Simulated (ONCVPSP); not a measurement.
# Logarithmic derivatives: praseodymium, ONCV

```json
{"Element": "praseodymium (Pr)", "Generator": "ONCVPSP 4.0.1", "Type": "optimised norm-conserving Vanderbilt (ONCV)", "Functional": "PBEsol", "Relativity": "scalar-relativistic", "Frozen core": "[Xe]", "Valence charge": "5", "Reference configuration": "4f3 6s2", "Partial waves": "6s: rc 3.75 bohr, ncon 4, nbas 8, qcut 1.4 1/bohr, 2 projectors, debl 2.6 Ha; p scattering state at 0.03 Ha: rc 3.65 bohr, ncon 4, nbas 8, qcut 2.5 1/bohr, 2 projectors, debl 0.9 Ha; d scattering state at 0.15 Ha: rc 3.80 bohr, ncon 4, nbas 7, qcut 2.9 1/bohr, 2 projectors, debl 1.8 Ha; 4f: rc 1.65 bohr, ncon 4, nbas 9, qcut 12 1/bohr, 1 projector", "Local potential": "polynomial inside 1.20 bohr (lpopt 1, dvloc0 1 Ha)", "Core correction": "Teter function, fcfact 2.75, rcfact 1.65"}
```

In the p channel the program set the typed energies aside and used 0.050, 0.950 Ha. In the d channel the program set the typed energies aside and used -0.075, 1.725 Ha.

The phase is arctan(r·R′/R) of the radial function R(r), unwrapped; energies in Ha, scanned from -2 to 5 Ha. A pole is an energy at which the radial function vanishes at the test radius. The pseudo phase is shifted by a multiple of π to meet the all-electron one at the reference energy, and phase errors are pseudo minus all-electron; the curves can meet again beyond the range given. Levels narrower than the energy grid can be missing from the lists of poles.

```
channel  radius (bohr)  reference energy (Ha)  poles, all-electron            poles, pseudo  unbroken range about the reference energy with phases within 0.05 rad  phase error 1 Ha above the reference energy (rad)
      s           3.81                  -0.13    -1.42, 0.47, 2.69         0.43, 2.06, 2.71                                                            -1.4 to 0.7                                             -0.087
      p           3.70                   0.05    -0.77, 0.96, 3.47  -0.37, 0.96, 3.88, 4.47                                                            -0.2 to 1.7                                             +0.000
      d           3.86                  -0.07     0.09, 1.56, 3.94   0.09, 1.56, 3.93, 4.88                                                              below 0.4                                             +0.019
      f           1.67                  -0.05                 0.37                     0.39                                                              below 1.1                                             +0.035
```

Note: ghosts flagged at negative energy: s at -84.8 eV, p at -10.4 eV; GHOST(+) flagged for s at 56.3 eV, p at 107.5 eV, d at 108.5 eV. A true bound ghost makes a file unfit for plane-wave use.

Phases in the s channel:

```tsv
E (Ha)	all-electron	pseudo
-1.98	1.403	-1.737
-1.80	1.390	-1.748
-1.62	1.372	-1.762
-1.44	-0.214	-1.779
-1.26	-1.789	-1.802
-1.08	-1.824	-1.832
-0.90	-1.869	-1.877
-0.72	-1.942	-1.950
-0.54	-2.084	-2.093
-0.36	-2.465	-2.475
-0.18	-3.596	-3.597
0.00	-4.325	-4.328
0.18	-4.555	-4.563
0.36	-4.666	-4.680
0.54	-4.742	-4.765
0.72	-4.811	-4.855
0.90	-4.898	-4.998
1.08	-5.053	-5.407
1.26	-5.543	-6.872
1.44	-6.989	-7.484
1.62	-7.503	-7.650
1.80	-7.655	-7.730
1.98	-7.728	-7.793
2.16	-7.773	-10.869
2.34	-7.806	-10.946
2.52	-7.832	-10.973
2.70	-7.855	-10.995
2.88	-7.877	-11.014
3.06	-7.900	-11.034
3.24	-7.928	-11.057
3.42	-7.964	-11.085
3.60	-8.019	-11.125
3.78	-8.128	-11.196
3.96	-8.468	-11.375
4.14	-9.968	-12.401
4.32	-10.635	-13.728
4.50	-10.792	-13.947
4.68	-10.861	-14.025
4.86	-10.900	-14.068
```
